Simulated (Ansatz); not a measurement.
Reaction (ligand exchange at the Al–I bond): `[OH][AlH][I]` + CH₃NH₂ → `C[NH][AlH][OH]` + HI

Calculated with Ansatz (gas phase, PBE0-D4/def2-TZVP geometries, no zero-point term in ΔE). CCSD(T)/CBS is the MP2 limit (def2-TZVPP, def2-QZVPP) plus CCSD(T) − MP2 in def2-TZVPP, frozen cores. DFT in def2-TZVPP. Elements past krypton have def2 core potentials. For I outer-core shells are correlated without core-valence functions, which leaves a few kJ/mol of doubt a bond. One conformer a species, not always the lowest.

`[OH][AlH][I]`:

Cartesian coordinates in Å:
```
O -1.048 -0.830 -0.039
Al 0.078 0.370 0.325
I 2.116 0.585 -1.060
H -0.952 -1.449 -0.762
H -0.193 1.324 1.537
```

CH₃NH₂:

```xyz
7

C    -0.316    0.011    0.472
N     0.217   -0.125   -0.873
H     0.396    0.376    1.226
H    -0.695   -0.956    0.811
H    -1.165    0.698    0.457
H     0.999   -0.767   -0.883
H     0.564    0.763   -1.211
```

`C[NH][AlH][OH]`:

Cartesian coordinates in Å:
```
C 1.065 -0.904 -0.278
N -0.092 -0.202 -0.786
Al -1.190 0.915 0.034
O -0.990 1.328 1.667
H 1.986 -0.638 -0.811
H 1.224 -0.653 0.774
H 0.953 -1.994 -0.331
H -0.262 -0.411 -1.759
H -2.389 1.556 -0.756
H -0.304 1.002 2.245
```

HI:

```xyz
2

I     0.076    0.265    0.756
H    -0.076   -0.265   -0.756
```

| species | revPBE-D4 energy (Eh) |
| --- | --- |
| `[OH][AlH][I]` | -616.68902 |
| CH₃NH₂ | -95.87653 |
| `C[NH][AlH][OH]` | -414.18939 |
| HI | -298.35063 |

(1) Work out ΔE.

Largest T1 diagnostic among the species: 0.011.

## Answers

(1) ΔE = (-414.18939) + (-298.35063) − (-616.68902) − (-95.87653) = 0.02553 Eh = +67.0 kJ/mol. CCSD(T)/CBS gives +70.2 kJ/mol.

From PBE to PBE0 (25 % exact exchange), in def2-TZVPP and without D4, ΔE moves by +4.8 kJ/mol. In def2-TZVPP, CCSD(T) changes the Hartree–Fock value by −14.3 kJ/mol (the triples alone add −0.5 kJ/mol) and MP2 by −8.2 kJ/mol.
